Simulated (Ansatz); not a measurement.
The cluster Ag2Ge. Total charge 0; quintet. Geometry PBE0-D4/def2-TZVP; atoms count from 1.

```
atom   x (Å)   y (Å)   z (Å)
 Ag1  -1.085   0.147  -1.151
 Ag2   1.562   0.170  -0.241
 Ge3  -0.476  -0.316   1.392
```

In the def2 sets Ag takes a core potential; there is no spin–orbit coupling. At PBE0-D4/def2-TZVP a singlet of charge 0 lies 2.44 eV below the quintet, each at its own geometry. The structure comes from a short search, and lower isomers may exist.

(1) Estimate the Mulliken populations from the PBE0/def2-TZVP orbitals of Ansatz.

(2) Where does the spin sit?

(3) And the Mayer bond orders between bonded heavy atoms (over 0.3)?

## Answers

(1) 
```json
{"atom": "Ag1", "charge (e)": "0.06", "spin (α − β)": "0.85", "d electrons": "9.92"}
{"atom": "Ag2", "charge (e)": "0.06", "spin (α − β)": "0.85", "d electrons": "9.92"}
{"atom": "Ge3", "charge (e)": "-0.12", "spin (α − β)": "2.30", "d electrons": "–"}
```
Mulliken values and Mayer orders depend strongly on the basis.

(2) Summed by element: Ag 1.70, Ge 2.30, of 4 unpaired in all. Largest on single atoms: Ge3 2.30, Ag1 0.85, Ag2 0.85.

(3) Ag1–Ag2 0.56 (2.80 Å); Ag1–Ge3 0.70 (2.66 Å); Ag2–Ge3 0.70 (2.66 Å).
